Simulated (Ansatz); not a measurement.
Input file for Ansatz (an electronic-structure program): U-CCSD(T)/def2-TZVPP on AsW, 2S+1 = 2, a spin state set in the input, which need not be the lowest, a point of a bond scan (R = 2.204 Å). Elements past Kr take the def2 small-core potentials; no spin–orbit coupling.

Ansatz 0.2 input:
```yaml
crystal:
  periodic: [false, false, false]
  atoms:
    - {symbol: W, position_ang: [0.00000000, 0.00000000, 0.00000000]}
    - {symbol: As, position_ang: [0.00000000, 0.00000000, 2.20408600]}
basis:
  gaussian:
    orbitals: def2-TZVPP
magnetization: {spin_polarized: true, initial_magnetization: 1}
correlation: {method: ccsd_t, electrons: valence}
output: {orbitals: {seedname: ./end}}
```

Program output:

```
WARN ansatz: RAYON_NUM_THREADS=2 ignored (pool sized by the plan → 2); use --threads N
Functional definition: HF
integrals: 0.20 GiB planned
695 factors; integrals over basis functions are off by at most 9.2e-4 eV
mean field: 0.41 GiB planned
mean field evaluation 1: about -62595.8074 eV, gradient 2.1e1 eV
mean field evaluation 2: about -62596.0522 eV, gradient 2.1e1 eV
mean field evaluation 4: about -62598.5750 eV, gradient 2.3e0 eV
mean field evaluation 8: about -62598.7248 eV, gradient 1.1e0 eV
mean field evaluation 16: about -62599.8757 eV, gradient 1.9e-1 eV
mean field evaluation 32: about -62600.2178 eV, gradient 2.0e-6 eV
mean field evaluation 64: about -62599.4154 eV, gradient 7.4e-1 eV
mean field evaluation 96: about -62599.9698 eV, gradient 7.7e-1 eV
mean field evaluation 128: about -62599.8769 eV, gradient 8.3e-3 eV
mean field evaluation 160: about -62597.7718 eV, gradient 1.5e-1 eV
mean field evaluation 192: about -62598.8982 eV, gradient 8.7e-2 eV
mean field evaluation 224: about -62598.6650 eV, gradient 2.9e-1 eV
mean field evaluation 256: about -62598.8603 eV, gradient 6.0e-1 eV
mean field evaluation 288: about -62598.6259 eV, gradient 1.1e-1 eV
mean field evaluation 320: about -62598.8108 eV, gradient 1.3e0 eV
mean field evaluation 352: about -62599.8769 eV, gradient 2.7e-6 eV
mean field evaluation 384: about -62599.8998 eV, gradient 4.0e0 eV
mean field evaluation 416: about -62599.4515 eV, gradient 1.4e-2 eV
mean field evaluation 448: about -62599.8418 eV, gradient 7.3e-1 eV
mean field evaluation 480: about -62598.7183 eV, gradient 5.8e-1 eV
mean field evaluation 512: about -62600.2054 eV, gradient 8.8e-1 eV
mean field evaluation 544: about -62599.4219 eV, gradient 4.9e0 eV
mean field evaluation 576: about -62596.2004 eV, gradient 1.6e1 eV
mean field evaluation 608: about -62598.4451 eV, gradient 3.5e0 eV
mean field evaluation 640: about -62599.5142 eV, gradient 1.0e-5 eV
mean field evaluation 672: about -62596.4457 eV, gradient 1.2e1 eV
mean field evaluation 704: about -62598.1755 eV, gradient 1.2e0 eV
mean field evaluation 736: about -62598.6057 eV, gradient 4.8e-1 eV
mean field evaluation 768: about -62598.6786 eV, gradient 7.9e-4 eV
mean field evaluation 800: about -62600.0624 eV, gradient 1.1e0 eV
mean field evaluation 832: about -62599.3234 eV, gradient 9.5e-1 eV
mean field evaluation 864: about -62599.8766 eV, gradient 4.8e-2 eV
mean field evaluation 896: about -62600.2177 eV, gradient 2.8e-2 eV
mean field evaluation 928: about -62598.4861 eV, gradient 5.2e-3 eV
mean field evaluation 960: about -62598.2953 eV, gradient 2.5e0 eV
mean field evaluation 992: about -62598.3471 eV, gradient 1.3e0 eV
mean field evaluation 1024: about -62598.6170 eV, gradient 2.3e0 eV
mean field evaluation 1056: about -62599.0928 eV, gradient 3.2e-1 eV
mean field evaluation 1088: about -62599.1154 eV, gradient 2.4e-1 eV
mean field evaluation 1120: about -62598.1432 eV, gradient 4.6e-1 eV
mean field evaluation 1152: about -62598.1766 eV, gradient 1.3e0 eV
mean field evaluation 1184: about -62598.9198 eV, gradient 1.6e0 eV
mean field evaluation 1216: about -62598.4299 eV, gradient 1.3e0 eV
mean field evaluation 1248: about -62598.6972 eV, gradient 2.3e-1 eV
mean field evaluation 1280: about -62598.2201 eV, gradient 3.1e0 eV
mean field evaluation 1312: about -62599.0188 eV, gradient 5.8e-1 eV
mean field evaluation 1344: about -62598.7732 eV, gradient 4.3e-3 eV
mean field evaluation 1376: about -62599.1421 eV, gradient 1.7e-2 eV
mean field evaluation 1408: about -62598.7075 eV, gradient 1.1e-1 eV
mean field evaluation 1440: about -62598.3279 eV, gradient 1.4e0 eV
mean field evaluation 1472: about -62598.2497 eV, gradient 9.7e-1 eV
mean field evaluation 1504: about -62600.0832 eV, gradient 1.3e0 eV
mean field evaluation 1536: about -62597.6633 eV, gradient 1.3e-1 eV
mean field evaluation 1568: about -62598.1322 eV, gradient 1.3e-1 eV
mean field evaluation 1600: about -62598.0386 eV, gradient 7.6e-2 eV
mean field evaluation 1632: about -62598.0696 eV, gradient 2.8e-1 eV
mean field evaluation 1664: about -62597.9560 eV, gradient 1.1e0 eV
mean field evaluation 1696: about -62598.6985 eV, gradient 2.2e-1 eV
mean field evaluation 1728: about -62598.7068 eV, gradient 1.0e-1 eV
mean field evaluation 1760: about -62598.2881 eV, gradient 1.9e-1 eV
mean field evaluation 1792: about -62598.5580 eV, gradient 3.0e-1 eV
mean field evaluation 1824: about -62597.8403 eV, gradient 2.4e-1 eV
mean field evaluation 1856: about -62597.7449 eV, gradient 1.6e0 eV
mean field evaluation 1888: about -62597.5299 eV, gradient 1.3e1 eV
mean field evaluation 1920: about -62596.5585 eV, gradient 1.3e1 eV
mean field evaluation 1952: about -62592.3502 eV, gradient 2.2e1 eV
mean field evaluation 1984: about -62595.2295 eV, gradient 1.5e1 eV
mean field evaluation 2016: about -62597.4848 eV, gradient 1.3e1 eV
mean field evaluation 2048: about -62598.8966 eV, gradient 1.5e-2 eV
mean field evaluation 2080: about -62597.8892 eV, gradient 5.9e-4 eV
mean field -62600.21777757 eV, -2300.5155713739 hartree, gradient 2.0e-6 eV, S^2 2.859688; 38 other end points of the search recorded, 0 dependent functions left out
determinant -62600.21777757 eV, -2300.5155713739 hartree, with singles and doubles -62616.98590165 eV, -2301.1317885680 hartree
determinant -62599.51417145 eV, -2300.4897143261 hartree, with singles and doubles -62616.49537294 eV, -2301.1137619705 hartree
determinant -62599.49521813 eV, -2300.4890178044 hartree, with singles and doubles -62616.78156133 eV, -2301.1242791998 hartree
determinant -62599.14207351 eV, -2300.4760399790 hartree, with singles and doubles -62615.57616053 eV, -2301.0799815375 hartree
determinant -62598.90062418 eV, -2300.4671668798 hartree, with singles and doubles -62615.18084762 eV, -2301.0654540560 hartree
determinant -62598.89662950 eV, -2300.4670200782 hartree, with singles and doubles -62615.41337172 eV, -2301.0739991590 hartree
determinant -62598.77320412 eV, -2300.4624842790 hartree, with singles and doubles -62615.83224989 eV, -2301.0893926480 hartree
determinant -62598.70833302 eV, -2300.4601003101 hartree, with singles and doubles -62615.36823533 eV, -2301.0723404276 hartree
determinant -62598.69410448 eV, -2300.4595774210 hartree, with singles and doubles -62614.87227731 eV, -2301.0541143065 hartree
determinant -62598.67857921 eV, -2300.4590068777 hartree, with singles and doubles -62615.43913824 eV, -2301.0749460612 hartree
determinant -62598.55962623 eV, -2300.4546354363 hartree, with singles and doubles -62614.90942793 eV, -2301.0554795664 hartree
determinant -62598.48607461 eV, -2300.4519324641 hartree, with singles and doubles -62614.68768777 eV, -2301.0473307660 hartree
determinant -62598.38442745 eV, -2300.4481970000 hartree, with singles and doubles -62615.20716602 eV, -2301.0664212394 hartree
determinant -62598.13339888 eV, -2300.4389718702 hartree, with singles and doubles -62614.76939482 eV, -2301.0503334445 hartree
determinant -62598.03917320 eV, -2300.4355091402 hartree, with singles and doubles -62614.36746245 eV, -2301.0355627023 hartree
determinant -62597.88915207 eV, -2300.4299959654 hartree, with singles and doubles -62614.29182339 eV, -2301.0327830182 hartree
determinant -62597.64859908 eV, -2300.4211558060 hartree, with singles and doubles -62614.25399386 eV, -2301.0313928087 hartree
determinant -62597.45066165 eV, -2300.4138817398 hartree, with singles and doubles -62613.94027210 eV, -2301.0198637466 hartree
determinant -62600.21777757 eV, -2300.5155713739 hartree, with singles and doubles -62617.06440378 eV, -2301.1346734682 hartree
determinant -62599.51417145 eV, -2300.4897143261 hartree, with singles and doubles -62616.59289180 eV, -2301.1173457226 hartree
determinant -62599.49521813 eV, -2300.4890178044 hartree, with singles and doubles -62616.91739276 eV, -2301.1292709130 hartree
determinant -62599.87692105 eV, -2300.5030451280 hartree, with singles and doubles -62616.85345632 eV, -2301.1269212919 hartree
determinant -62598.62889162 eV, -2300.4571808924 hartree, with singles and doubles -62616.85025444 eV, -2301.1268036253 hartree
9 core orbitals not correlated
reference -62600.21777757 eV, -2300.5155713739 hartree; 15, 14 occupied and 80, 81 virtual orbitals, 695 factors
second order -16.46409464 eV of doubles, -0.00000000 eV of singles
coupled cluster: 0.66 GiB planned
cycle   1  -16.84661239 eV  change    1.4e-5 eV  update   5.3e-6
coupled cluster: 0.67 GiB planned
perturbative correction -1.06500100 eV, -0.0391380650 hartree
WARN: the results are in doubt because among natural orbitals the method converges to other amplitudes
Total energy: -62618.12939096 eV, -2301.1738110252 hartree
In doubt: among natural orbitals the method converges to other amplitudes
```

The calculation finished and met its thresholds. Its determinant has ⟨S²⟩ = 2.86, a mixture of spin states.

Warnings raised: other amplitudes.

Cost: roughly 9 core-minutes.
